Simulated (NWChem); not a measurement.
Species: AlH$_{2}$F; SMILES [F][AlH2]

Computed with NWChem. Pople sets run with spherical d functions. Each level has its own optimisation; frequencies are unscaled.

| level | r Al–H (Å) | r Al–F (Å) | highest harmonic frequency (cm⁻¹) | lowest (cm⁻¹) | zero-point energy (kcal/mol) |
|---|---|---|---|---|---|
| Hartree-Fock/6-31G* | 1.574 | 1.641 | 2075 | 615 | 10.3 |
| PBE0/def2-TZVP | 1.576 | 1.650 | 1978 | 559 | 9.6 |
| Hartree-Fock/STO-3G | 1.471 | 1.610 | 2744 | 705 | 12.8 |
| CAM-B3LYP/def2-SVP | 1.572 | 1.661 | 2004 | 581 | 9.8 |
| PBE-D3(BJ)/def2-SVP | ? | ? | ? | ? | 9.4 |

Q: Complete the blanks.

A: 
- PBE-D3(BJ)/def2-SVP, r Al–H (Å): 1.592
- PBE-D3(BJ)/def2-SVP, r Al–F (Å): 1.681
- PBE-D3(BJ)/def2-SVP, highest harmonic frequency (cm⁻¹): 1923
- PBE-D3(BJ)/def2-SVP, lowest (cm⁻¹): 551
